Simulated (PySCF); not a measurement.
PySCF input for Si(H)(Br)(NH2)2 (BrH5N2Si), SMILES N[SiH](N)Br, PBE0/pcSseg-1. Geometry optimised at B3LYP-D3(BJ)/def2-SVP. This is a generated structure with no PubChem entry under its InChIKey; it may be hypothetical. The values are those of a single conformer.

```python
import numpy as np
from pyscf import gto, scf, dft
from pyscf.prop.nmr import rks as nmr

mol = gto.M(
    atom='''
    Si   -0.40030315   -0.58929482    0.73671412
    N    -1.52250987   -1.42141397   -0.25813773
    N     0.74716805   -1.73202434    1.29915915
    Br    0.38254224    1.06366896   -0.61057891
    H    -0.88086956    0.12946223    1.94513734
    H    -2.03668034   -0.93876081   -0.98645049
    H    -2.00332398   -2.24837428    0.08164700
    H     1.22197905   -2.33994853    0.63756473
    H     1.34155312   -1.50659681    2.09121577
    ''',
    basis='pcSseg-1',
    charge=0,
    spin=0,
    max_memory=1600,
    verbose=3,
)
mf = dft.RKS(mol, xc='pbe0')
mf.grids.level = 3
mf.conv_tol = 1e-10
mf.max_cycle = 100
mf.kernel()
n = nmr.NMR(mf)
n.verbose = 2
n.max_cycle_cphf = 60
sigma = n.kernel()
print('atom   isotropic/ppm   span/ppm')
for i, s in enumerate(sigma):
    w = np.linalg.eigvalsh((s + s.T) / 2)
    print(f'{mol.atom_symbol(i):2s}{i + 1:3d} {w.mean():14.3f} {w[2] - w[0]:11.3f}')
```

It prints:

```
converged SCF energy = -2975.42903979681
atom   isotropic/ppm   span/ppm
Si  1        368.683      97.342
N   2        233.571      78.112
N   3        222.676      49.025
Br  4       2497.645     677.022
H   5         25.673      10.117
H   6         30.463      17.694
H   7         30.438      19.854
H   8         30.097      16.041
H   9         30.181      16.882
```

The run converged.
